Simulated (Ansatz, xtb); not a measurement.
Molecule: GeI₂ (charge +1, doublet). SMILES of the parent species: [I][Ge][I]
Geometry from a B3LYP-D3(BJ)/def2-TZVP (Ansatz, a quantum-chemistry and plane-wave program) optimisation:
```xyz
3

Ge     0.0032    -0.0016     0.9371
I      1.0727    -1.8719    -0.2897
I     -1.0746     1.8728    -0.2761
```
Charge +1, spin multiplicity 2.

Harmonic wavenumbers from GFN2-xTB (xtb, at its own minimum), cm⁻¹: 50, 208, 253.

Task: Give the harmonic wavenumbers at B3LYP-D3(BJ)/def2-TZVP (Ansatz, finite differences of forces, unscaled).

Result: 65, 202, 267 cm⁻¹. Zero-point energy 0.8 kcal/mol.

Task: From these and the geometry, give the ideal-gas thermochemistry at 298.15 K and 1 atm (rigid rotor, harmonic oscillator).

Result: Point group C2v, rotational symmetry number 2. Rotational constants 6.012, 0.4274, 0.3991 GHz. S(trans) 43.24, S(rot) 28.75, S(vib) 8.04, S(elec, spin only) 1.38, S 81.4 cal/(mol K). H(298) - H(0) 3.52 kcal/mol; G - E(el) -20.0 kcal/mol.
